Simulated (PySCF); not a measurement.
SCF from a fresh guess for triplet H2PdO, at the PBE0 minimum. PySCF input:

```python
from pyscf import gto, scf, dft
mol = gto.M(atom='''
Pd     0.195710    -0.000000     0.073778
O     -1.519960     0.000000    -0.572993
H      1.634118    -0.000000     1.061780
H      1.928378     0.000000     0.281206''',
    basis={'Pd': 'def2-TZVP', 'O': 'def2-TZVP', 'H': 'def2-TZVP'},
    ecp={'Pd': 'def2-TZVP'},
    charge=0, spin=2)
mf = dft.UKS(mol, xc='PBE0')
mf.grids.atom_grid = (50, 194)
aux = {'Pd': 'def2-universal-JKFIT', 'O': 'def2-universal-JKFIT', 'H': 'def2-universal-JKFIT'}
mf = mf.density_fit(auxbasis=aux)
mf.conv_tol = 1e-08
mf.diis_space = 10
mf.max_cycle = 60
mf.init_guess = 'minao'
mf.verbose = 4
mf.kernel()
```

Excerpt of the output (cycles alone):

```
init E= -194.62229290067
cycle= 1 E= -202.652930735029  delta_E= -8.03  |g|= 2.09  |ddm|= 3.37
cycle= 2 E= -186.318002355366  delta_E= 16.3  |g|= 4.29  |ddm|= 10.7
cycle= 3 E= -203.350823638229  delta_E=  -17  |g|= 1.34  |ddm|= 10.7
cycle= 4 E= -203.593432355752  delta_E= -0.243  |g|= 1.16  |ddm|= 1.76
cycle= 5 E= -204.08763001388  delta_E= -0.494  |g|= 0.368  |ddm|= 1.15
cycle= 6 E= -204.150450412916  delta_E= -0.0628  |g|= 0.0896  |ddm|= 0.276
cycle= 7 E= -204.15379354441  delta_E= -0.00334  |g|= 0.0319  |ddm|= 0.072
cycle= 8 E= -204.154211976293  delta_E= -0.000418  |g|= 0.0168  |ddm|= 0.0314
cycle= 9 E= -204.154307129516  delta_E= -9.52e-05  |g|= 0.0105  |ddm|= 0.0122
cycle= 10 E= -204.154360276275  delta_E= -5.31e-05  |g|= 0.0046  |ddm|= 0.00937
cycle= 11 E= -204.154382526227  delta_E= -2.22e-05  |g|= 0.000987  |ddm|= 0.0092
cycle= 12 E= -204.154386724641  delta_E= -4.2e-06  |g|= 0.00105  |ddm|= 0.00371
cycle= 13 E= -204.154389396531  delta_E= -2.67e-06  |g|= 0.000764  |ddm|= 0.00431
cycle= 14 E= -204.154389857077  delta_E= -4.61e-07  |g|= 0.000114  |ddm|= 0.00194
cycle= 15 E= -204.15438986294  delta_E= -5.86e-09  |g|= 2.06e-05  |ddm|= 0.000116
Extra cycle  E= -204.15438986227  delta_E= 6.7e-10  |g|= 5.29e-05  |ddm|= 5.27e-05
converged SCF energy = -204.15438986227  <S^2> = 2.017302  2S+1 = 3.0115126
```

This is not the lowest solution: another start and a stability analysis within the same unrestricted form found one 27.0 kJ/mol lower, at -204.16466 Eh.

Open d and f shells are described by one determinant, and the ground state may have another occupation or spin.

The search for the lowest solution, 3 starts and the stability check together, took 11 s on 2 threads of a shared Intel Xeon 6975P-C (Granite Rapids) host, with 83 basis functions; the process peaked at 0.48 GiB. Launch command: `OMP_NUM_THREADS=2 python axn.py task.json out`.
